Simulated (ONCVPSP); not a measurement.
An all-electron radial function and its pseudo partner (Ge (Z = 32))

Columns: radius, all-electron u(r) and pseudo u(r) of the 3d shell (level -29.39 eV) of germanium in the configuration [Ne] 3s2 3p6 3d10 4s2 4p2; PW91, scalar-relativistic, ONCV scheme, ONCVPSP 4.0.1.

```csv
r (bohr),all-electron,pseudo
0.060,0.0524,0.0072
0.120,0.2407,0.0546
0.180,0.4900,0.1678
0.240,0.7265,0.3500
0.300,0.9136,0.5814
0.360,1.0431,0.8253
0.420,1.1188,1.0415
0.480,1.1496,1.1972
0.540,1.1468,1.2773
0.600,1.1201,1.2840
0.660,1.0775,1.2330
0.720,1.0250,1.1472
0.780,0.9670,1.0484
0.840,0.9066,0.9523
0.900,0.8460,0.8670
0.960,0.7864,0.7937
1.020,0.7289,0.7305
1.080,0.6741,0.6741
1.140,0.6222,0.6220
1.200,0.5734,0.5733
1.260,0.5279,0.5278
1.320,0.4855,0.4854
1.380,0.4461,0.4460
1.440,0.4097,0.4096
1.500,0.3761,0.3760
1.560,0.3451,0.3450
```

Q: How many radial nodes do the two functions have?

A: The all-electron 3d function has n − l − 1 = 0; the pseudo-wave has 0.

Q: At about which radius was the pseudo-wave matched?

A: 1.15 bohr. The columns agree to 0.0005 from 1.08 bohr on; several derivatives are matched, so the curves merge somewhat inside the radius.

Q: Is the pseudo-wave norm-conserving?

A: Yes: the ONCV scheme keeps the norm inside the radius equal to the all-electron one, which fixes the energy derivative of the logarithmic derivative at the level.
